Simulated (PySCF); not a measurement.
Molfile (atoms numbered from 1):
```
C8H20BO4
     RDKit          3D

 33 32  0  0  0  0  0  0  0  0999 V2000
    0.4128    2.3669    2.8742 C   0  0  0  0  0  0  0  0  0  0  0  0
   -0.3320    1.5036    1.8715 C   0  0  0  0  0  0  0  0  0  0  0  0
    0.5617    0.9395    0.9873 O   0  0  0  0  0  0  0  0  0  0  0  0
    0.0056    0.0240   -0.0136 B   0  0  0  0  0  0  0  0  0  0  0  0
   -0.6447   -1.1362    0.6004 O   0  0  0  0  0  0  0  0  0  0  0  0
    0.1578   -1.9902    1.3250 C   0  0  0  0  0  0  0  0  0  0  0  0
   -0.6833   -3.1119    1.9088 C   0  0  0  0  0  0  0  0  0  0  0  0
   -1.0011    0.7563   -0.7882 O   0  0  0  0  0  0  0  0  0  0  0  0
   -1.6876    0.0454   -1.7483 C   0  0  0  0  0  0  0  0  0  0  0  0
   -2.7072    0.9474   -2.4212 C   0  0  0  0  0  0  0  0  0  0  0  0
    1.1050   -0.4603   -0.8534 O   0  0  0  0  0  0  0  0  0  0  0  0
    1.8795    0.4958   -1.4741 C   0  0  0  0  0  0  0  0  0  0  0  0
    2.9508   -0.1793   -2.3122 C   0  0  0  0  0  0  0  0  0  0  0  0
    0.9680    3.1641    2.3535 H   0  0  0  0  0  0  0  0  0  0  0  0
   -0.2728    2.8351    3.6011 H   0  0  0  0  0  0  0  0  0  0  0  0
    1.1489    1.7611    3.4288 H   0  0  0  0  0  0  0  0  0  0  0  0
   -1.0913    2.1195    1.3432 H   0  0  0  0  0  0  0  0  0  0  0  0
   -0.9108    0.7248    2.4168 H   0  0  0  0  0  0  0  0  0  0  0  0
    0.9660   -2.4201    0.6960 H   0  0  0  0  0  0  0  0  0  0  0  0
    0.6795   -1.4560    2.1515 H   0  0  0  0  0  0  0  0  0  0  0  0
   -1.1925   -3.6636    1.1017 H   0  0  0  0  0  0  0  0  0  0  0  0
   -1.4644   -2.7021    2.5704 H   0  0  0  0  0  0  0  0  0  0  0  0
   -0.0723   -3.8247    2.4889 H   0  0  0  0  0  0  0  0  0  0  0  0
   -2.2018   -0.8359   -1.3098 H   0  0  0  0  0  0  0  0  0  0  0  0
   -0.9990   -0.3675   -2.5203 H   0  0  0  0  0  0  0  0  0  0  0  0
   -3.4135    1.3447   -1.6739 H   0  0  0  0  0  0  0  0  0  0  0  0
   -2.2052    1.8099   -2.8900 H   0  0  0  0  0  0  0  0  0  0  0  0
   -3.2814    0.4123   -3.1969 H   0  0  0  0  0  0  0  0  0  0  0  0
    1.2650    1.1563   -2.1265 H   0  0  0  0  0  0  0  0  0  0  0  0
    2.3580    1.1726   -0.7344 H   0  0  0  0  0  0  0  0  0  0  0  0
    2.4879   -0.8332   -3.0696 H   0  0  0  0  0  0  0  0  0  0  0  0
    3.5926    0.5551   -2.8282 H   0  0  0  0  0  0  0  0  0  0  0  0
    3.5878   -0.8142   -1.6749 H   0  0  0  0  0  0  0  0  0  0  0  0
  1  2  1  0
  2  3  1  0
  3  4  1  0
  4  5  1  0
  5  6  1  0
  6  7  1  0
  4  8  1  0
  8  9  1  0
  9 10  1  0
  4 11  1  0
 11 12  1  0
 12 13  1  0
  1 14  1  0
  1 15  1  0
  1 16  1  0
  2 17  1  0
  2 18  1  0
  6 19  1  0
  6 20  1  0
  7 21  1  0
  7 22  1  0
  7 23  1  0
  9 24  1  0
  9 25  1  0
 10 26  1  0
 10 27  1  0
 10 28  1  0
 12 29  1  0
 12 30  1  0
 13 31  1  0
 13 32  1  0
 13 33  1  0
M  CHG  1   4  -1
M  END
```

Geometry: PBE0-D3(BJ)/def2-SVP; GIAO shifts from PySCF 2.14, gas phase, non-relativistic, averaged over equivalent atoms.

At PBE0/pcSseg-1 (321 basis functions):
| atoms | δ (ppm) |
| --- | --- |
| C2/C6/C9/C12 | 56.8 |
| C1/C7/C10/C13 | 21.9 |
| O3/O5/O8/O11 | 57.1 |
| B4 | -1.7 |
| H17/H18/H19/H20/H24/H25/H29/H30 | 3.53 |
| H14/H15/H16/H21/H22/H23/H26/H27/H28/H31/H32/H33 | 0.88 |

Shifts are taken against calculated references (same method and geometry level): $^{13}$C (σ = 184.41 ppm) and $^{1}$H (σ = 31.27 ppm) against TMS; $^{17}$O (σ = 334.56 ppm) against H2O; $^{11}$B (σ = 100.73 ppm) vs BF3·OEt2.

**Question.** What do these become at PBE/pcSseg-1?

**Answer.** 
| atoms | δ at PBE/pcSseg-1 | change |
| --- | --- | --- |
| C2/C6/C9/C12 | 59.7 | +2.9 |
| C1/C7/C10/C13 | 22.1 | +0.2 |
| O3/O5/O8/O11 | 72.9 | +15.8 |
| B4 | -2.1 | -0.4 |
| H17/H18/H19/H20/H24/H25/H29/H30 | 3.80 | +0.27 |
| H14/H15/H16/H21/H22/H23/H26/H27/H28/H31/H32/H33 | 0.92 | +0.04 |

Referencing at the same level of theory: TMS for $^{13}$C (σref 180.03), $^{1}$H (σref 31.20); $^{17}$O (σref 334.63) against H2O; BF3·OEt2 for $^{11}$B (σref 94.77).

The largest change is at O3/O5/O8/O11 (oxygen bonded to C, B). Cost: 321 basis functions.

Experimental scales use liquid or dissolved standards, which lie at an offset from isolated H2O (liquid H2O: subtract about 36 ppm).
